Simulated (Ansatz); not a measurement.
Reaction (atomization): `CC(C)[O][GaH][OH]` → 3 C• + Ga• + 9 H• + 2 O•

Gas-phase electronic energies from Ansatz, PBE0-D4/def2-TZVP geometries. CCSD(T)/CBS adds triple-zeta CCSD(T) − MP2 to the extrapolated MP2 energy (def2 sets, frozen cores). This one scheme is used for every species, atoms too. Functionals use def2-TZVPP. No spin–orbit coupling; open shells (•) take unrestricted orbitals. Spin–orbit coupling would lower the free atoms: a little for C, O; clearly for Ga. Bonds to Ga are less sure, by a few kJ/mol each and by 10 to 20 or more in all where they break to atoms, as the def2 sets lack core-valence functions. Scalar relativity is left out up to krypton. Each species was taken in one conformer, which may not be the lowest.

```csv
level,ΔE (eV),difference from CCSD(T)/CBS
PBE0-D4,58.14,-0.27
ωB97X-V,58.32,-0.09
ωB97M-V,58.24,-0.17
PBE,58.83,0.42
PBE0,57.86,-0.55
MP2/def2-TZVPP,58.07,-0.34
SCS-MP2/def2-TZVPP,57.70,-0.71
CCSD(T)/def2-TZVPP,57.11,-1.30
MP2/def2-QZVPP,58.84,0.43
SCS-MP2/def2-QZVPP,58.58,0.17
CCSD(T)/CBS,58.41,0
```

Largest T1 diagnostic among the species: 0.014.

In def2-TZVPP, CCSD(T) changes the Hartree–Fock value by +14.82 eV (the triples alone add +0.83 eV) and MP2 by +15.78 eV; breaking electron pairs costs correlation energy, which Hartree–Fock lacks. The D4 term adds +0.52 eV with B3LYP and +0.28 eV with PBE0; it sums over pairs of atoms, weighted by their polarisabilities, and B3LYP, whose exchange is more repulsive, gets the larger term.

B3LYP here is the variant with VWN-RPA as its local correlation; programs differ in this.

For atomizations the MP2-based limit and the directly extrapolated one differ by several kJ/mol either way, and by 10 to 25 for some Ge, Se and Sn compounds, so smaller differences from it don't rank the levels.
